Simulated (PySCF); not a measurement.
H₂O₂Zn, SMILES [OH][Zn][OH] (connectivity only; charge and spin as stated), charge +1, multiplicity 2.

Geometry optimised at ωB97X-D3(BJ)/def2-TZVP. The geometry has at least one imaginary mode, so it is a saddle point at that level. The spin state was assumed, not searched. The isomer is the one that the SMILES or the coordinates give; other isomers of the formula were not compared. The values are those of a single conformer.

Computed with TDA-ωB97X/def2-SVPD (PySCF).

Vertical excitations. Isolated molecule, no solvent.

Computed UV-visible absorptions:
```
state    energy (eV)  λ (nm)      f           main pairs
-------  -----------  ------  -----  -------------------
root 1          0.78    1590  0.000   β HOMO−1→LUMO 99 %
root 2          1.34     922  0.000   β HOMO−2→LUMO 99 %
root 3          1.54     807  0.222     β HOMO→LUMO 89 %
root 4          4.34     286  0.000   β HOMO−3→LUMO 99 %
root 5          4.54     273  0.000   β HOMO−4→LUMO 99 %
root 6          5.21     238  0.026   β HOMO→LUMO+1 97 %
root 7          6.73     184  0.000  β HOMO−7→LUMO 100 %
root 8          6.73     184  0.000  β HOMO−6→LUMO 100 %
root 9          7.13     174  0.000   β HOMO−8→LUMO 99 %
root 10         7.17     173  0.000   β HOMO−5→LUMO 96 %
```
Unrestricted roots are not spin-pure.
